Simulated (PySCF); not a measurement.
A small calculation by hand: chemical shift, span and skew from a shielding tensor

C3H6BFO, SMILES C=C(F)B(C)O. Atoms are numbered in the order given.

```xyz
12

C     -0.9100     1.7677     0.0000
C      0.0412     0.8310     0.0000
F      1.3356     1.2101     0.0000
B     -0.1923    -0.7260     0.0000
C      1.0303    -1.7118     0.0000
O     -1.4896    -1.1234     0.0000
H     -0.6679     2.8337     0.0000
H     -1.9557     1.4567     0.0000
H      0.7602    -2.7791     0.0000
H      1.6692    -1.5123    -0.8764
H      1.6692    -1.5123     0.8764
H     -1.5858    -2.0807     0.0000
```

Coordinates come from a PBE0-D3(BJ)/def2-SVP optimisation. This is a generated structure with no PubChem entry under its InChIKey; it may be hypothetical. The values are those of a single conformer.

GIAO shieldings from KT2/pcSseg-1 in PySCF, non-relativistic, no solvent. The symmetric part of the tensor of C5 has the principal values 167.1, 175.0, 192.5 ppm. The same nucleus in TMS has σ = 185.1 ppm at this level (PySCF, at its B3LYP-D3(BJ)/def2-TZVP geometry).

Question: Work out the isotropic shielding, the ¹³C shift against TMS, the span and the skew.

Answer: 
σ(iso) = (σ11 + σ22 + σ33)/3 = 178.2 ppm. δ = σ(ref) − σ(iso) = 185.1 − (178.2) = 6.9 ppm.
Span Ω = σ33 − σ11 = 25.4 ppm. Skew κ = 3(σ(iso) − σ22)/Ω = 0.38. Tumbling in solution averages the tensor to δ; in a static solid the shielding alone would spread this spin-1/2 line over Ω.
